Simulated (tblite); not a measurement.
Compound: C₃H₁₃FO₂Si₃.
Cartesian coordinates in Å at the GFN2-xTB level; atoms count from 1:
```
atom  x, y, z in Å
C1    -2.927    0.467    0.313
C2    -1.602   -0.275    0.179
C3    -1.598   -1.215   -1.021
O4    -0.571    0.674    0.020
Si5    0.831    0.803    0.812
O6     1.633   -0.618    0.829
Si7    2.541   -1.856    0.325
Si8    1.878    2.373   -0.458
F9     3.136    2.908    0.410
H10   -3.111    1.055   -0.583
H11   -3.741   -0.239    0.453
H12   -2.890    1.140    1.166
H13   -1.416   -0.858    1.090
H14   -1.763   -0.648   -1.935
H15   -2.380   -1.962   -0.916
H16   -0.635   -1.715   -1.090
H17    0.625    0.984    2.256
H18    1.633   -2.838   -0.274
H19    3.188   -2.374    1.527
H20    3.495   -1.356   -0.665
H21    1.143    3.608   -0.729
H22    2.523    1.961   -1.710
```

Method: GFN2-xTB as coded in tblite; computed harmonic values from a numerical Hessian at the method's own geometry, unscaled. The method is semi-empirical: single wavenumbers can be off by several per cent or more. Modes of hydrogen on silicon can be 10 to 20 % off. One conformer, not necessarily the lowest. The optimisation stopped once no atom felt more than 0.01 eV/Å.

Lowest wavenumbers of the output (negative numbers stand for imaginary wavenumbers):
```
mode    cm-1
  1     -37.3
  2     -23.6
  3      22.4
  4      50.3
  5      52.4
  6      54.7
  7      66.0
  8     139.2
  9     165.3
 10     182.1
 11     205.7
 12     221.9
 13     261.8
 14     329.6
 15     416.2
```

Is this structure a minimum?

Not by this Hessian. 2 modes are imaginary beyond 20i (37i and 24i cm⁻¹), so at this level the point lies at or near a saddle of order 2. The curvature is small, so loose convergence or finite differences may be the whole cause.

Which atoms move in the imaginary modes?

37i: H20 (Si–H hydrogen) 34 %, H18 (Si–H hydrogen) 32 %, H19 (Si–H hydrogen) 23 %; 24i: C1 (methyl carbon) 23 %, C3 (methyl carbon) 21 %. These are shares of the mass-weighted motion.

What is the remedy?

Step along such a mode in both directions, optimise again with tighter thresholds and repeat the frequencies. The zero-point energy of this point (96.1 kcal/mol) counts the 58 real modes alone, and thermal corrections from it aren't those of a minimum.
